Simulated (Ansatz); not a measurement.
Ansatz (a program for electronic structure) input (HF/STO-3G):

Ansatz 0.2 input:
```yaml
crystal:
  periodic: [false, false, false]
  atoms:
    - {symbol: C, position_ang: [-2.62452800, -0.16961000, 1.17374500]}
    - {symbol: C, position_ang: [-1.48294600, 0.74248400, 0.72649400]}
    - {symbol: C, position_ang: [-0.14734500, 0.02515600, 0.57200200]}
    - {symbol: Se, position_ang: [-0.31196700, -1.40527600, -0.80030600]}
    - {symbol: Se, position_ang: [1.34866800, 1.26516900, 0.22814400]}
    - {symbol: H, position_ang: [-3.53009200, 0.41429100, 1.34479500]}
    - {symbol: H, position_ang: [-2.37489100, -0.68421800, 2.10403900]}
    - {symbol: H, position_ang: [-2.85697400, -0.92960100, 0.42628900]}
    - {symbol: H, position_ang: [-1.73810100, 1.22949900, -0.21806800]}
    - {symbol: H, position_ang: [-1.34206400, 1.54029700, 1.45922700]}
    - {symbol: H, position_ang: [0.13667000, -0.45685300, 1.50610200]}
    - {symbol: H, position_ang: [1.13639100, -1.62581500, -0.91161500]}
    - {symbol: H, position_ang: [0.85013300, 1.68784200, -1.09072200]}
basis:
  gaussian:
    orbitals: STO-3G
hamiltonian:
  xc: {name: HF}
relax: {f_tol: 0.003, max_steps: 120}
```

From the output:

```
integrals: 0.01 GiB planned
737 factors; integrals over basis functions are off by at most 1.5e-5 eV
mean field: 0.22 GiB planned
mean field -132355.76013395 eV, -4863.9844709664 hartree, gradient 2.2e-5 eV, S^2 0.000000; 0 other end points of the search recorded, 0 dependent functions left out
the calculation of the forces begins
reference -132355.76013395 eV, -4863.9844709664 hartree; 47, 47 occupied and 12, 12 virtual orbitals, 737 factors
relax step   7: F+E_penalty+E_count = -132355.76013395 eV  Δ(F+E_penalty+E_count) = +3.793e-4 eV  max|allowed force component| = 2.819e-1 eV/Å  Δτ_max = 0.0998 Å  (28 SCF iters, rejected (line search))
these checks for a lower state are left out or cut short: starts, cluster_reference, orbital_swaps, neighbouring_geometries, increment
integrals: 0.01 GiB planned
737 factors; integrals over basis functions are off by at most 1.4e-5 eV
mean field: 0.22 GiB planned
mean field -132355.76198267 eV, -4863.9845389054 hartree, gradient 2.2e-5 eV, S^2 0.000000; 0 other end points of the search recorded, 0 dependent functions left out
the calculation of the forces begins
reference -132355.76198267 eV, -4863.9845389054 hartree; 47, 47 occupied and 12, 12 virtual orbitals, 737 factors
relax step   8: F+E_penalty+E_count = -132355.76198267 eV  Δ(F+E_penalty+E_count) = -1.469e-3 eV  max|allowed force component| = 1.554e-2 eV/Å  Δτ_max = 0.0498 Å  (22 SCF iters, accepted)
these checks for a lower state are left out or cut short: starts, cluster_reference, orbital_swaps, neighbouring_geometries, increment
integrals: 0.01 GiB planned
737 factors; integrals over basis functions are off by at most 1.4e-5 eV
mean field: 0.22 GiB planned
mean field evaluation 64: about -132355.5880 eV, gradient 3.1e-3 eV
mean field -132355.76223101 eV, -4863.9845480319 hartree, gradient 2.1e-5 eV, S^2 0.000000; 0 other end points of the search recorded, 0 dependent functions left out
the calculation of the forces begins
reference -132355.76223101 eV, -4863.9845480319 hartree; 47, 47 occupied and 12, 12 virtual orbitals, 737 factors
relax step   9: F+E_penalty+E_count = -132355.76223101 eV  Δ(F+E_penalty+E_count) = -2.483e-4 eV  max|allowed force component| = 6.911e-3 eV/Å  Δτ_max = 0.0203 Å  (23 SCF iters, accepted)
these checks for a lower state are left out or cut short: starts, cluster_reference, orbital_swaps, neighbouring_geometries, increment
integrals: 0.01 GiB planned
737 factors; integrals over basis functions are off by at most 1.4e-5 eV
mean field: 0.22 GiB planned
mean field -132355.76225316 eV, -4863.9845488458 hartree, gradient 2.2e-5 eV, S^2 0.000000; 0 other end points of the search recorded, 0 dependent functions left out
the calculation of the forces begins
reference -132355.76225316 eV, -4863.9845488458 hartree; 47, 47 occupied and 12, 12 virtual orbitals, 737 factors
relax step  10: F+E_penalty+E_count = -132355.76225316 eV  Δ(F+E_penalty+E_count) = -2.215e-5 eV  max|allowed force component| = 1.821e-2 eV/Å  Δτ_max = 0.0143 Å  (23 SCF iters, accepted)
these checks for a lower state are left out or cut short: starts, cluster_reference, orbital_swaps, neighbouring_geometries, increment
integrals: 0.01 GiB planned
737 factors; integrals over basis functions are off by at most 1.4e-5 eV
mean field: 0.22 GiB planned
mean field -132355.76226233 eV, -4863.9845491828 hartree, gradient 2.2e-5 eV, S^2 0.000000; 0 other end points of the search recorded, 0 dependent functions left out
the calculation of the forces begins
reference -132355.76226233 eV, -4863.9845491828 hartree; 47, 47 occupied and 12, 12 virtual orbitals, 737 factors
relax step  11: F+E_penalty+E_count = -132355.76226233 eV  Δ(F+E_penalty+E_count) = -9.170e-6 eV  max|allowed force component| = 1.647e-2 eV/Å  Δτ_max = 0.0031 Å  (24 SCF iters, accepted)
these checks for a lower state are left out or cut short: starts, cluster_reference, orbital_swaps, neighbouring_geometries, increment
integrals: 0.01 GiB planned
737 factors; integrals over basis functions are off by at most 1.4e-5 eV
mean field: 0.22 GiB planned
mean field -132355.76227901 eV, -4863.9845497957 hartree, gradient 2.2e-5 eV, S^2 0.000000; 0 other end points of the search recorded, 0 dependent functions left out
the calculation of the forces begins
reference -132355.76227901 eV, -4863.9845497957 hartree; 47, 47 occupied and 12, 12 virtual orbitals, 737 factors
relax step  12: F+E_penalty+E_count = -132355.76227901 eV  Δ(F+E_penalty+E_count) = -1.668e-5 eV  max|allowed force component| = 6.931e-4 eV/Å  Δτ_max = 0.0031 Å  (24 SCF iters, accepted)
integrals: 0.01 GiB planned
737 factors; integrals over basis functions are off by at most 1.4e-5 eV
mean field: 0.22 GiB planned
mean field evaluation 96: about -132355.7623 eV, gradient 2.2e-5 eV
mean field -132355.76227901 eV, -4863.9845497957 hartree, gradient 2.2e-5 eV, S^2 0.000000; 1 other end points of the search recorded, 0 dependent functions left out
the calculation of the forces begins
reference -132355.76227901 eV, -4863.9845497957 hartree; 47, 47 occupied and 12, 12 virtual orbitals, 737 factors
Total energy: -132355.76227901 eV, -4863.9845497957 hartree
Atom 0 at    -2.610353    -0.174978     1.187513 Å, force    -0.000443    -0.000258     0.000039 eV/Å
Atom 1 at    -1.477842     0.749448     0.695515 Å, force    -0.000170     0.000317    -0.000168 eV/Å
Atom 2 at    -0.121691     0.017725     0.496879 Å, force     0.000247    -0.000498    -0.000147 eV/Å
Atom 3 at    -0.281229    -1.340797    -0.903942 Å, force     0.000693     0.000204     0.000499 eV/Å
Atom 4 at     1.342824     1.285814     0.230145 Å, force     0.000208    -0.000060     0.000207 eV/Å
Atom 5 at    -3.514398     0.404522     1.348454 Å, force     0.000112     0.000120     0.000054 eV/Å
Atom 6 at    -2.337522    -0.648979     2.125605 Å, force     0.000065     0.000014     0.000073 eV/Å
Atom 7 at    -2.826667    -0.952034     0.461621 Å, force    -0.000026     0.000150    -0.000122 eV/Å
Atom 8 at    -1.776046     1.223359    -0.238332 Å, force     0.000092    -0.000187     0.000243 eV/Å
Atom 9 at    -1.330455     1.543198     1.425862 Å, force    -0.000301     0.000141     0.000072 eV/Å
Atom 10 at     0.121463    -0.492545     1.427138 Å, force     0.000014     0.000107    -0.000113 eV/Å
Atom 11 at     1.066068    -1.827298    -0.751217 Å, force    -0.000367     0.000156    -0.000374 eV/Å
Atom 12 at     0.808802     1.845930    -0.985116 Å, force    -0.000123    -0.000206    -0.000262 eV/Å
Dipole moment:    -0.087366     0.028542     0.078925 e Å
```

The geometry given is a B3LYP-D3(BJ)/def2-TZVP minimum.
